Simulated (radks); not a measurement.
Q: The mean radii <r> (bohr) of the occupied orbitals of an atom or ion are listed with their occupations. Calculated with a radial shooting solver on a logarithmic mesh with Libxc functionals: non-relativistic Kohn-Sham, Wu-Cohen GGA, spin-polarised, spherical densities, point nucleus.

| orbital | occ. | <r> |
|---|---|---|
| 1s down | 1 | 0.02230 |
| 1s up | 1 | 0.02230 |
| 2s up | 1 | 0.09461 |
| 2s down | 1 | 0.09461 |
| 2p up | 3 | 0.08014 |
| 2p down | 3 | 0.08014 |
| 3s up | 1 | 0.2426 |
| 3s down | 1 | 0.2425 |
| 3p up | 3 | 0.2324 |
| 3p down | 3 | 0.2323 |
| 3d up | 5 | 0.2051 |
| 3d down | 5 | 0.2050 |
| 4s up | 1 | 0.5451 |
| 4s down | 1 | 0.5453 |
| 4p up | 3 | 0.5560 |
| 4p down | 3 | 0.5563 |
| 4d up | 5 | 0.5834 |
| 4d down | 5 | 0.5841 |
| 5s up | 1 | 1.320 |
| 5s down | 1 | 1.329 |
| 5p up | 3 | 1.468 |
| 5p down | 3 | 1.480 |
| 4f up | 7 | 0.7311 |
| 4f down | 4 | 0.7428 |

Name the element and its charge. Open shells, if any, are filled with parallel spins first.

A: Z = 68, erbium, charge +3: Er3+ in [Xe] 4f11. The 1s radius gives Z: for a bare nucleus <r> = 1.5/Z, 0.02206 bohr for Z = 68, and screening makes it slightly larger (0.02230 here). The occupations add up to 65, and the charge is Z minus that.
